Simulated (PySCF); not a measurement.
Geometry:
```tsv
atom	x (Å)	y (Å)	z (Å)
C1	-2.939	0.323	0.771
C2	-1.528	-0.098	0.431
C3	-0.950	-1.260	1.218
C4	0.382	-1.219	1.096
C5	0.730	-0.028	0.219
C6	2.149	0.492	0.299
O7	3.101	-0.419	-0.185
C8	0.250	-0.425	-1.210
C9	-1.286	-0.475	-1.065
C10	-0.400	0.931	0.625
H11	-3.028	0.596	1.834
H12	-3.655	-0.490	0.571
H13	-3.247	1.193	0.169
H14	-1.548	-2.048	1.684
H15	1.089	-1.979	1.441
H16	2.368	0.800	1.342
H17	2.240	1.396	-0.326
H18	3.063	-1.209	0.364
H19	0.697	-1.374	-1.535
H20	0.564	0.346	-1.933
H21	-1.716	-1.458	-1.307
H22	-1.776	0.267	-1.716
H23	-0.316	1.271	1.669
H24	-0.490	1.802	-0.046
```

Geometry: PBE0-D3(BJ)/def2-SVP; GIAO absolute shieldings from PySCF 2.14, gas phase, non-relativistic, averaged over equivalent atoms.

At PBE0/pcSseg-1 (240 basis functions, 58 s wall time on 1 thread of an Arm Neoverse V1, shared host):
| atoms | σ (ppm) |
| --- | --- |
| C3 | 33.4 |
| C4 | 42.0 |
| C6 | 115.2 |
| C10 | 125.9 |
| C5 | 126.1 |
| C2 | 133.3 |
| C9 | 147.3 |
| C8 | 150.1 |
| C1 | 163.7 |
| O7 | 304.3 |
| H14 | 25.13 |
| H15 | 25.13 |
| H16 | 27.26 |
| H17 | 27.72 |
| H20 | 29.65 |
| H22 | 29.72 |
| H19 | 29.78 |
| H11/H12/H13 | 29.96 |
| H21 | 30.22 |
| H23 | 30.44 |
| H24 | 30.56 |
| H18 | 31.28 |

Problem. What do these become at HF/pcSseg-1?

Solution. 
```json
{"atoms": "C3", "σ at HF/pcSseg-1": "38.2", "change": "+4.8"}
{"atoms": "C4", "σ at HF/pcSseg-1": "46.4", "change": "+4.4"}
{"atoms": "C6", "σ at HF/pcSseg-1": "129.1", "change": "+13.9"}
{"atoms": "C10", "σ at HF/pcSseg-1": "138.3", "change": "+12.4"}
{"atoms": "C5", "σ at HF/pcSseg-1": "142.7", "change": "+16.6"}
{"atoms": "C2", "σ at HF/pcSseg-1": "149.3", "change": "+16.0"}
{"atoms": "C9", "σ at HF/pcSseg-1": "158.1", "change": "+10.8"}
{"atoms": "C8", "σ at HF/pcSseg-1": "160.6", "change": "+10.5"}
{"atoms": "C1", "σ at HF/pcSseg-1": "170.9", "change": "+7.2"}
{"atoms": "O7", "σ at HF/pcSseg-1": "321.7", "change": "+17.4"}
{"atoms": "H14", "σ at HF/pcSseg-1": "25.47", "change": "+0.34"}
{"atoms": "H15", "σ at HF/pcSseg-1": "25.56", "change": "+0.43"}
{"atoms": "H16", "σ at HF/pcSseg-1": "28.16", "change": "+0.90"}
{"atoms": "H17", "σ at HF/pcSseg-1": "28.36", "change": "+0.64"}
{"atoms": "H20", "σ at HF/pcSseg-1": "30.31", "change": "+0.66"}
{"atoms": "H22", "σ at HF/pcSseg-1": "30.42", "change": "+0.70"}
{"atoms": "H19", "σ at HF/pcSseg-1": "30.38", "change": "+0.60"}
{"atoms": "H11/H12/H13", "σ at HF/pcSseg-1": "30.41", "change": "+0.45"}
{"atoms": "H21", "σ at HF/pcSseg-1": "30.79", "change": "+0.57"}
{"atoms": "H23", "σ at HF/pcSseg-1": "31.08", "change": "+0.64"}
{"atoms": "H24", "σ at HF/pcSseg-1": "31.15", "change": "+0.59"}
{"atoms": "H18", "σ at HF/pcSseg-1": "31.25", "change": "-0.03"}
```

The largest change is at O7 (alcohol oxygen). Cost: 240 basis functions, 29 s wall time on 1 thread of an Arm Neoverse V1, shared host. The order of the carbon signals is the same at both levels.
